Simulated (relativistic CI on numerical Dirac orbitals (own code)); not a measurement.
L2,3 absorption of nickel in several valence states

Computed multiplet spectra 2p⁶3dⁿ → 2p⁵3dⁿ⁺¹ (Dirac-Coulomb-Breit ions, Slater integrals scaled by 0.8, an assumed crystal field that grows with the charge, no charge transfer; 300 K; Lorentzian 0.4 eV and Gaussian 0.3 eV FWHM at both edges, so that L2 comes out sharper than in experiment). Peaks over 5 % are given in eV from the highest peak in the L3 region of each spectrum (height, largest 100). S of the lowest state is read from ⟨S²⟩, and the branching ratio is the share of L3, cut at the minimum between the edges.

Field parameters in Wybourne normalisation: Oh B⁴₀ = 21Dq, B⁴₄ = √(5/14) B⁴₀. The field is a parameter set, without covalency.

- Ni2+ (d8, Oh, 10Dq = 11400 cm⁻¹): S = 1.00, branching ratio 0.74; peaks 0.0 (100), 2.1 (25), 3.1 (5), 17.3 (24), 18.5 (26)
- Ni3+ (d7, Oh, 10Dq = 14750 cm⁻¹): S = 1.50, high spin, branching ratio 0.82; peaks -4.0 (62), -2.2 (77), -1.5 (82), 0.0 (100), 1.5 (18), 2.9 (8), 15.9 (22), 16.9 (24), 17.6 (23), 19.0 (5)
- Ni4+ (d6, Oh, 10Dq = 18100 cm⁻¹): S = 2.00, high spin, branching ratio 0.78; peaks -3.1 (25), -2.1 (23), 0.0 (100), 1.4 (40), 1.8 (40), 3.6 (13), 4.1 (14), 5.6 (8), 15.7 (8), 16.9 (10), 17.8 (30), 19.5 (8), 22.0 (6)

The centroid of the whole edge, which also moves with the branching ratio, lies at 860.2 (Ni2+), 860.8 (Ni3+), 865.0 (Ni4+) eV in this ionic model, in steps of 0.6 to 4.2 eV. Compounds show about 1 to 2 eV a unit and lower energies for the high valences, since ligands screen the charge. The multiplet shape follows the d count and the spin state, and so serves as a fingerprint of valence. Real compounds of Ni3+, Ni4+ are mostly low spin, since covalency shrinks the Slater integrals more than this scale does.
